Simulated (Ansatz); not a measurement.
`FC(F)(F)c1sc(-c2sc(-c3sc(C(F)(F)F)c4c3OCCO4)c3c2OCCO3)c2c1OCCO2` with charge -1. The state is a doublet with charge -1. Geometry PBE-D4/def2-SVP, that of the neutral singlet; atoms count from 1.

```xyz
47

F     4.730    0.860    5.813
C     3.645    0.046    5.756
F     2.998    0.188    6.940
F     4.098   -1.233    5.691
C     2.769    0.354    4.590
S     2.438   -0.852    3.374
C     1.446    0.262    2.447
C     0.773   -0.126    1.241
S    -0.231    0.981    0.318
C    -0.677   -0.261   -0.843
C    -1.568    0.047   -1.931
S    -2.893    1.175   -1.705
C    -3.419    1.002   -3.355
C    -4.556    1.802   -3.894
F    -4.177    2.602   -4.923
F    -5.560    1.020   -4.364
F    -5.078    2.603   -2.928
C    -2.620    0.101   -4.045
C    -1.565   -0.438   -3.240
O    -0.632   -1.295   -3.740
C    -1.069   -1.911   -4.955
C    -1.641   -0.875   -5.914
O    -2.792   -0.230   -5.352
C    -0.055   -1.468   -0.527
C     0.769   -1.382    0.635
O     1.467   -2.445    1.130
C     0.997   -3.695    0.610
C     0.767   -3.604   -0.893
O    -0.238   -2.635   -1.204
C     1.407    1.506    3.079
C     2.154    1.561    4.294
O     2.229    2.682    5.059
C     1.775    3.851    4.366
C     0.493    3.574    3.592
O     0.712    2.574    2.589
H    -1.836   -2.688   -4.730
H    -0.182   -2.404   -5.398
H    -0.866   -0.112   -6.156
H    -1.978   -1.352   -6.855
H     0.050   -3.981    1.124
H     1.774   -4.448    0.847
H     1.720   -3.337   -1.407
H     0.407   -4.573   -1.292
H     2.569    4.205    3.669
H     1.607    4.628    5.137
H    -0.309    3.237    4.288
H     0.148    4.483    3.063
```

Single mean-field runs in def2-SVP are fitted with def2-universal-jkfit. The highest occupied level of the charge -1 doublet lies above zero (up to 0.43 eV). By energy differences its removal costs 0.78 eV (vertical, to the charge 0 singlet, at PBE0-D4/def2-SVP); self-interaction error and the lack of diffuse functions both raise the level.

Question: Estimate the Mulliken populations of the heavy atoms from the PBE0/def2-SVP orbitals of Ansatz.

Answer: 
| atom | charge (e) | spin (α − β) |
| --- | --- | --- |
| F1 | -0.21 | 0.00 |
| C2 | 0.64 | 0.00 |
| F3 | -0.21 | 0.00 |
| F4 | -0.21 | 0.00 |
| C5 | -0.42 | 0.17 |
| S6 | 0.13 | 0.07 |
| C7 | -0.15 | 0.01 |
| C8 | -0.15 | 0.10 |
| S9 | 0.10 | 0.08 |
| C10 | -0.21 | 0.12 |
| C11 | -0.20 | 0.01 |
| S12 | 0.12 | 0.06 |
| C13 | -0.41 | 0.15 |
| C14 | 0.64 | 0.00 |
| F15 | -0.21 | 0.00 |
| F16 | -0.21 | 0.00 |
| F17 | -0.21 | 0.00 |
| C18 | 0.16 | -0.03 |
| C19 | 0.18 | 0.09 |
| O20 | -0.34 | 0.01 |
| C21 | 0.14 | 0.00 |
| C22 | 0.14 | 0.00 |
| O23 | -0.35 | 0.00 |
| C24 | 0.20 | 0.02 |
| C25 | 0.08 | 0.04 |
| O26 | -0.37 | 0.00 |
| C27 | 0.15 | 0.00 |
| C28 | 0.14 | 0.00 |
| O29 | -0.35 | 0.00 |
| C30 | 0.10 | 0.11 |
| C31 | 0.20 | -0.05 |
| O32 | -0.35 | 0.00 |
| C33 | 0.14 | 0.00 |
| C34 | 0.14 | 0.00 |
| O35 | -0.36 | 0.01 |
Mulliken values and Mayer orders depend strongly on the basis.

Question: Where does the spin sit?

Answer: Summed by element: F 0.02, C 0.76, S 0.20, O 0.02, H 0.00, of 1 unpaired in all. Largest on single atoms: C5 0.17, C13 0.15, C10 0.12.

Question: And the Mayer bond orders between bonded heavy atoms (over 0.3)?

Answer: F1–C2 1.12 (1.36 Å); C2–F3 1.12 (1.36 Å); C2–F4 1.09 (1.36 Å); C2–C5 1.00 (1.49 Å); C5–S6 1.03 (1.74 Å); C5–C31 1.48 (1.39 Å); S6–C7 1.09 (1.76 Å); C7–C8 1.32 (1.43 Å); C7–C30 1.36 (1.40 Å); C8–S9 1.05 (1.76 Å); C8–C25 1.36 (1.40 Å); S9–C10 1.04 (1.76 Å); C10–C11 1.20 (1.44 Å); C10–C24 1.41 (1.39 Å); C11–S12 1.09 (1.75 Å); C11–C19 1.42 (1.40 Å); S12–C13 1.05 (1.74 Å); C13–C14 0.99 (1.49 Å); C13–C18 1.48 (1.39 Å); C14–F15 1.12 (1.36 Å); C14–F16 1.12 (1.36 Å); C14–F17 1.09 (1.36 Å); C18–C19 1.25 (1.43 Å); C18–O23 1.10 (1.36 Å); C19–O20 1.08 (1.36 Å); O20–C21 0.97 (1.43 Å); C21–C22 1.06 (1.52 Å); C22–O23 0.95 (1.43 Å); C24–C25 1.28 (1.43 Å); C24–O29 1.08 (1.36 Å); C25–O26 1.05 (1.36 Å); O26–C27 0.96 (1.43 Å); C27–C28 1.05 (1.52 Å); C28–O29 0.97 (1.43 Å); C30–C31 1.27 (1.43 Å); C30–O35 1.06 (1.36 Å); C31–O32 1.10 (1.36 Å); O32–C33 0.95 (1.43 Å); C33–C34 1.06 (1.52 Å); C34–O35 0.96 (1.43 Å).
